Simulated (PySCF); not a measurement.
BCl2H. Atoms are numbered in the order given.

```xyz
4

B      0.0000     0.0000     0.6993
H      0.0000     0.0000     1.8860
Cl     0.0000    -1.5070    -0.1583
Cl     0.0000     1.5070    -0.1583
```

Geometry: PBE0-D3(BJ)/def2-TZVP.

Computed with PySCF with TDDFT-PBE0/def2-SVPD.

Vertical excitations. Isolated molecule, no solvent. State labels are in the subgroup C2v.

| state | symmetry | energy (eV) | λ (nm) | f | main pairs |
|---|---|---|---|---|---|
| S1 | B1 | 5.74 | 216 | 0.001 | HOMO→LUMO 100 % |
| S2 | A2 | 5.86 | 212 | 0.000 | HOMO−1→LUMO 100 % |
| S3 | B2 | 6.96 | 178 | 0.156 | HOMO−2→LUMO 95 % |
| S4 | A1 | 8.17 | 152 | 0.036 | HOMO−3→LUMO 94 % |
| S5 | A1 | 8.66 | 143 | 0.036 | HOMO→LUMO+1 95 % |
| S6 | B2 | 8.69 | 143 | 0.083 | HOMO−1→LUMO+1 92 % |
| S7 | B1 | 8.72 | 142 | 0.002 | HOMO−5→LUMO 99 % |
| S8 | A2 | 8.80 | 141 | 0.000 | HOMO−4→LUMO 99 % |
| S9 | A2 | 9.06 | 137 | 0.000 | HOMO−2→LUMO+1 96 % |
| S10 | A1 | 9.34 | 133 | 0.087 | HOMO→LUMO+2 90 % |
| T1 | B1 | 5.29 | 234 | 0 | HOMO→LUMO 97 % |
| T2 | A2 | 5.66 | 219 | 0 | HOMO−1→LUMO 100 % |
| T3 | B2 | 5.84 | 212 | 0 | HOMO−2→LUMO 99 % |
| T4 | A1 | 6.67 | 186 | 0 | HOMO−3→LUMO 99 % |
Triplets are in the Tamm–Dancoff approximation, which puts them higher than full response would, so one can lie above its singlet here.
